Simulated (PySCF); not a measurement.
Relaxation of singlet InO₂⁻

Computed with PBE0 in PySCF with In x2c-TZVPall, O x2c-TZVPall; spin-free X2C, no spin–orbit coupling; density-fitted integrals. A (50,194) grid was used.

A hand-made linear start, of D∞h symmetry, held to at least that symmetry:

```xyz
3
charge -1 multiplicity 1, angstrom
In    0.0000    0.0000    0.0000
O     0.0000    0.0000    1.9300
O     0.0000    0.0000   -1.9300
```

At each step, columns x, y, z (Å) and Fx, Fy, Fz (eV/Å):

```
step 0  E − E(last) = 9.10 kJ/mol
In   0.000   0.000   0.000   0.000   0.000   0.000
O    0.000   0.000   1.930   0.000   0.000  -1.478
O    0.000   0.000  -1.930   0.000   0.000   1.478
step 1  E − E(last) = 0.02 kJ/mol
In   0.000   0.000   0.000   0.000   0.000   0.000
O    0.000   0.000   1.867   0.000   0.000   0.078
O    0.000   0.000  -1.867   0.000   0.000  -0.078
step 2  E − E(last) = 0.00 kJ/mol
In   0.000   0.000   0.000   0.000   0.000   0.000
O    0.000   0.000   1.870   0.000   0.000  -0.013
O    0.000   0.000  -1.870   0.000   0.000   0.013
step 3  E − E(last) = 0.00 kJ/mol
In   0.000   0.000   0.000   0.000   0.000   0.002
O    0.000   0.000   1.869   0.000   0.000  -0.001
O    0.000   0.000  -1.869   0.000   0.000  -0.001
```

It ends at D∞h with In–O 1.869 Å (×2); O–In–O 180.0°. A frequency run shows a minimum. Other isomers or separated fragments may lie lower.

The basis has no diffuse functions, which an anion would want.

The relaxation took about 50 core-seconds on a shared host.
